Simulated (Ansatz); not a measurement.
Geometry optimisation, RKS LDA/def2-SVP (Ansatz 0.2.0).

Input file:

```yaml
crystal:
  periodic: [false, false, false]
  atoms:
    - { symbol: C, position_ang: [-1.0792, 1.3016, -0.2119] }
    - { symbol: B, position_ang: [-0.6559, 0.0691, 0.5901] }
    - { symbol: Ge, position_ang: [1.1978, -0.6189, 0.3585] }
    - { symbol: S, position_ang: [1.2353, -2.6896, -0.4056] }
    - { symbol: H, position_ang: [-0.4918, 2.209, 0.0285] }
    - { symbol: H, position_ang: [-1.0363, 1.1617, -1.3124] }
    - { symbol: H, position_ang: [-1.73503, 0.51506, 0.66426] }
    - { symbol: H, position_ang: [-1.3617, -0.4645, 1.312] }
    - { symbol: H, position_ang: [1.9559, -0.5827, 1.7861] }
    - { symbol: H, position_ang: [1.9971, 0.2806, -0.6085] }
    - { symbol: H, position_ang: [0.4635, -2.2978, -1.5412] }
basis:
  gaussian: { orbitals: def2-SVP }
hamiltonian:
  xc: lda
relax:
  f_tol: 0.02
  max_steps: 50
```

Command:

```bash
$ ansatz run input.yaml --threads 2 --pin off --max-ram 3072MiB --backend cpu --events-out ev --progress --plain --runs-dir out
```

Task: Where does it end, and by what steps?

Result: The run converged. After 21 steps the energy has fallen by 4.809 eV; S4 moved furthest, 1.41 Å. Parted: B2–H7. Joined: B2–S4.

```tsv
step	energy less start (eV)	largest force component (eV/Å)	accepted
0	0.0000	6.107	yes
1	-1.4694	3.355	yes
2	-2.4890	2.847	yes
3	-3.2468	1.601	yes
4	-3.7176	0.975	yes
5	-4.0032	0.699	yes
6	-4.1342	0.315	yes
7	-4.1647	0.155	yes
8	-4.1817	0.207	yes
9	-4.2060	0.380	yes
10	-4.2432	0.510	yes
11	-4.3026	0.457	yes
12	-4.3942	0.560	yes
13	-4.5233	0.628	yes
14	-4.6656	0.833	yes
15	-4.7393	0.857	yes
16	-4.7688	0.465	yes
17	-4.6831	0.920	no
18	-4.8048	0.120	yes
19	-4.8055	0.147	yes
20	-4.8086	0.056	yes
21	-4.8088	0.020	yes
```

```xyz
11
Properties=species:S:1:pos:R:3
C -1.169 0.847 -0.270
B -0.400 -0.168 0.654
Ge 1.649 -0.234 0.643
S 0.105 -1.889 -0.158
H -1.253 1.839 0.225
H -0.680 1.012 -1.256
H -2.207 0.497 -0.466
H -0.786 -0.448 1.781
H 2.511 -1.087 1.612
H 2.490 -0.032 -0.653
H 0.231 -1.454 -1.452
```

Time of the run: 60 s on 2 threads of Arm Neoverse N1 (shared host), peak memory 0.15 GiB.
